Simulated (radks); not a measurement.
Excited configurations of P3+: one electron is placed in a higher orbital outside [Ne] 3s1. The ground configuration is [Ne] 3s2. Calculated with a radial shooting solver on a logarithmic mesh with Libxc functionals: Dirac Kohn-Sham, PBE, spin-unpolarised, spherical densities, point nucleus; open shells fill j = l - 1/2 first. Excitation = E - E(ground); binding = E(ion) - E, where the ion is the core of charge +4; n* = 4/sqrt(2 binding) in atomic units, and the quantum defect is n - n*.

3p1/2: excitation (eV) 10.217; binding (eV) 41.789; n* 2.282; quantum defect 0.718; eigenvalue (eV) -35.955; <r> (bohr) 1.831
4p1/2: excitation (eV) 32.011; binding (eV) 19.995; n* 3.300; quantum defect 0.700; eigenvalue (eV) -17.621; <r> (bohr) 3.931
5f5/2: excitation (eV) 42.826; binding (eV) 9.180; n* 4.870; quantum defect 0.130; eigenvalue (eV) -7.972; <r> (bohr) 7.527
6p1/2: excitation (eV) 44.047; binding (eV) 7.959; n* 5.230; quantum defect 0.770; eigenvalue (eV) -7.130; <r> (bohr) 10.24
7p1/2: excitation (eV) 46.329; binding (eV) 5.676; n* 6.193; quantum defect 0.807; eigenvalue (eV) -5.116; <r> (bohr) 14.47

The Delta-SCF ionisation energy is 52.006 eV (NIST Atomic Spectra Database: 51.444 eV, measured). Self-interaction in the functional shifts the binding energies and quantum defects, so they are the method's values and not measured ones. Spin polarisation and multiplet splitting are left out, so open shells lie too high by an amount that depends on their filling.

Beside tabulated values, note that spin-unpolarised runs miss the spin-polarisation part of the exchange energy of open shells.
